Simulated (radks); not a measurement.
Results of a calculation; reference values are marked as such.
Q: These are the eigenvalues of the occupied orbitals of an atom or ion with whole-number occupations (eV). Code: a radial shooting solver on a logarithmic mesh with Libxc functionals. Model: scalar-relativistic Kohn-Sham, SCAN, spin-polarised, spherical densities, finite nucleus; meta-GGA in the generalised Kohn-Sham scheme; Fermi nuclear charge, rms radius of each element as measured or else 0.836 A^(1/3) + 0.57 fm.

| orbital | eigenvalue |
|---|---|
| 1s up | -79997.32 |
| 1s down | -79997.02 |
| 2s up | -15328.78 |
| 2s down | -15325.31 |
| 2p up | -13483.89 |
| 2p down | -13480.44 |
| 3s up | -4744.507 |
| 3s down | -4742.208 |
| 3p up | -4202.711 |
| 3p down | -4199.990 |
| 3d up | -3622.867 |
| 3d down | -3618.761 |
| 4s up | -2040.988 |
| 4s down | -2026.302 |
| 4p up | -1844.112 |
| 4p down | -1829.796 |
| 4d up | -1615.970 |
| 4d down | -1601.790 |

Which element is it, and in what charge state? The configuration may be excited. Open shells, if any, are filled with parallel spins first.

A: Z = 78, platinum, charge +36: Pt36+ in [Kr] 4d6. The list shows which subshells hold electrons but not how many an open one holds; the 1s level, -2939.8 hartree, gives Z - s = 76.7 by -(Z - s)^2/2, which with screening and relativity narrows Z to a few neighbours, and the depths of the outer levels then fix element, charge and occupations together.
